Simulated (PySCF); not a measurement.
Isomers of [C7H7]+ (charge +1), one GFN2-xTB conformer each. Single-point energies are computed at PBE0/pcSseg-1 (PySCF, gas phase, no added dispersion term), electronic only.

```json
{"SMILES": "CC#CC[c+]1cc1", "GFN2-xTB relative energy (kcal/mol)": "22.9"}
{"SMILES": "CC#Cc1[cH+]c1C", "GFN2-xTB relative energy (kcal/mol)": "0.0"}
```

Conformers: `[CH3:1][C:2]#[C:3][CH2:4][c+:5]1[cH:6][cH:7]1` (charge +1) with C3–C4–C5–C6 84°.

What does PBE0/pcSseg-1 give for the same structures?

| SMILES | PBE0/pcSseg-1 E (Eh) | PBE0/pcSseg-1 (kcal/mol) | GFN2-xTB (kcal/mol) | point group |
| --- | --- | --- | --- | --- |
| CC#Cc1[cH+]c1C | -270.19635 | 0.0 | 0.0 | – |
| CC#CC[c+]1cc1 | -270.15622 | 25.2 | 22.9 | – |

Both levels put the same isomer lowest. 

Which frontier levels and rotational constants go with these structures?

```json
{"SMILES": "CC#Cc1[cH+]c1C", "HOMO (eV, PBE0/pcSseg-1)": "-12.45", "LUMO (eV)": "-7.01", "A, B, C (MHz)": "8927, 1143, 1026"}
{"SMILES": "CC#CC[c+]1cc1", "HOMO (eV, PBE0/pcSseg-1)": "-12.10", "LUMO (eV)": "-6.49", "A, B, C (MHz)": "5706, 1588, 1373"}
```
